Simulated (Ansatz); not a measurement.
The cluster Cd8Te9⁻. Total charge -1; doublet. Geometry PBE-D4/def2-SVP; atoms count from 1.

Cartesian coordinates in Å:
```
Cd 3.1397 -0.1356 1.1200
Cd -0.8010 -1.2215 0.6309
Cd 0.0183 0.0411 3.5530
Cd -2.8369 1.1264 -1.9275
Cd -1.9394 3.7168 -1.3173
Cd -0.2129 -4.4633 -1.4980
Cd 0.8474 4.7467 -0.7764
Cd -3.5655 -2.8600 -0.4158
Te -1.7561 2.5647 1.5648
Te 1.8088 -1.7837 -3.0872
Te 2.3809 2.6998 1.3168
Te -3.3305 0.3272 0.9644
Te 2.9920 0.2960 -1.6933
Te 2.8497 -2.0800 2.9982
Te 0.4625 1.3957 -0.3055
Te 0.9496 -3.3054 1.2865
Te -1.0064 -1.0650 -2.4136
```

In the def2 sets Cd, Te take a core potential; there is no spin–orbit coupling. Single mean-field runs in def2-SVP are fitted with def2-universal-jkfit. Another isomer (doublet) lies 4.55 eV lower at PBE0-D4/def2-SVP; other spin states weren't run for this one.

Q: Estimate the Mulliken populations from the PBE0/def2-SVP orbitals of Ansatz.

A: 
```json
{"atom": "Cd1", "charge (e)": "0.46", "spin (α − β)": "0.01", "d electrons": "10.02"}
{"atom": "Cd2", "charge (e)": "0.04", "spin (α − β)": "0.00", "d electrons": "10.03"}
{"atom": "Cd3", "charge (e)": "0.10", "spin (α − β)": "0.00", "d electrons": "10.00"}
{"atom": "Cd4", "charge (e)": "0.20", "spin (α − β)": "0.09", "d electrons": "10.00"}
{"atom": "Cd5", "charge (e)": "0.10", "spin (α − β)": "0.09", "d electrons": "10.00"}
{"atom": "Cd6", "charge (e)": "0.02", "spin (α − β)": "0.00", "d electrons": "10.00"}
{"atom": "Cd7", "charge (e)": "0.10", "spin (α − β)": "0.02", "d electrons": "10.00"}
{"atom": "Cd8", "charge (e)": "0.04", "spin (α − β)": "0.03", "d electrons": "10.00"}
{"atom": "Te9", "charge (e)": "-0.19", "spin (α − β)": "0.13", "d electrons": "–"}
{"atom": "Te10", "charge (e)": "-0.14", "spin (α − β)": "0.35", "d electrons": "–"}
{"atom": "Te11", "charge (e)": "-0.35", "spin (α − β)": "-0.01", "d electrons": "–"}
{"atom": "Te12", "charge (e)": "-0.21", "spin (α − β)": "0.08", "d electrons": "–"}
{"atom": "Te13", "charge (e)": "-0.16", "spin (α − β)": "-0.04", "d electrons": "–"}
{"atom": "Te14", "charge (e)": "-0.32", "spin (α − β)": "0.00", "d electrons": "–"}
{"atom": "Te15", "charge (e)": "-0.11", "spin (α − β)": "0.09", "d electrons": "–"}
{"atom": "Te16", "charge (e)": "-0.23", "spin (α − β)": "0.00", "d electrons": "–"}
{"atom": "Te17", "charge (e)": "-0.34", "spin (α − β)": "0.16", "d electrons": "–"}
```
Mulliken values depend strongly on the basis.

Q: Where does the spin sit?

A: Summed by element: Cd 0.24, Te 0.76, of 1 unpaired in all. Largest on single atoms: Te10 0.35, Te17 0.16, Te9 0.13.

Q: And the Mayer bond orders between heavy atoms (over 0.3)?

A: Cd1–Te11 0.50 (2.94 Å); Cd1–Te13 0.54 (2.85 Å); Cd1–Te14 0.85 (2.72 Å); Cd2–Cd3 0.32 (3.29 Å); Cd2–Te12 0.55 (2.98 Å); Cd2–Te16 0.81 (2.80 Å); Cd2–Te17 0.49 (3.06 Å); Cd4–Cd5 0.67 (2.81 Å); Cd4–Te12 0.45 (3.04 Å); Cd4–Te17 0.54 (2.90 Å); Cd5–Cd7 0.45 (3.02 Å); Cd5–Te9 0.37 (3.11 Å); Te9–Te12 0.96 (2.80 Å); Te9–Te15 0.49 (3.13 Å); Te10–Te13 1.02 (2.77 Å); Te10–Te17 0.61 (2.98 Å); Te11–Te15 0.89 (2.83 Å); Te13–Te15 0.49 (3.09 Å); Te14–Te16 0.91 (2.84 Å).
